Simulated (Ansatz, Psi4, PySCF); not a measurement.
F₂O₂W, singlet, at a GFN2-xTB geometry (such geometries of metal compounds can be far from the true shape) (core potentials on W). Base run: B3LYP/def2-SVPD (PySCF).

Input for PySCF:
```python
from pyscf import gto, scf, dft

mol = gto.Mole()
mol.atom = '''
    W     0.054870   -0.011695    0.018386
    O     1.322296   -0.356872   -1.036446
    O     0.493459   -0.030142    1.644881
    F    -0.715267    1.598886   -0.415930
    F    -1.349892   -1.158712   -0.276078
'''
mol.basis = 'def2-svpd'
mol.ecp = {'W': 'def2-svpd'}
mol.charge = 0
mol.spin = 0
mol.verbose = 4
mol.build()

mf = dft.RKS(mol)
mf.xc = 'b3lyp'
mf.kernel()
```

The same geometry, method and basis name were run in Ansatz (a first-principles code) and Psi4 and PySCF, at each program's defaults and at the settings that a row names. The base is PySCF at its defaults. Differences at the defaults can come from grids, fitting, cores and function types together.

```json
[
 {"code and settings": "PySCF, defaults (exact integrals, its default grid, spherical functions)", "ΔE vs base (mEh)": "0.000", "basis functions": "127", "E (Eh)": "-417.20090", "SCF cycles": "12", "dipole (D)": "0.92"},
 {"code and settings": "Psi4, defaults (density fitting with its default set, its default grid, spherical functions)", "ΔE vs base (mEh)": "-0.025", "basis functions": "127", "E (Eh)": "-417.20092", "SCF cycles": "11", "dipole (D)": "0.92"},
 {"code and settings": "Ansatz, defaults (factorised integrals, its default grid, spherical functions)", "ΔE vs base (mEh)": "0.023", "basis functions": "127", "E (Eh)": "-417.20088", "SCF cycles": "-", "dipole (D)": "-"},
 {"code and settings": "PySCF, density fitting with def2-universal-jkfit", "ΔE vs base (mEh)": "0.007", "basis functions": "127", "E (Eh)": "-417.20089", "SCF cycles": "12", "dipole (D)": "0.92"},
 {"code and settings": "PySCF, fine grid", "ΔE vs base (mEh)": "0.003", "basis functions": "127", "E (Eh)": "-417.20090", "SCF cycles": "13", "dipole (D)": "0.92"},
 {"code and settings": "Psi4, exact integrals, spherical functions, fine grid", "ΔE vs base (mEh)": "-0.002", "basis functions": "127", "E (Eh)": "-417.20090", "SCF cycles": "14", "dipole (D)": "0.92"},
 {"code and settings": "Ansatz, high accuracy", "ΔE vs base (mEh)": "0.008", "basis functions": "127", "E (Eh)": "-417.20089", "SCF cycles": "-", "dipole (D)": "-"}
]
```
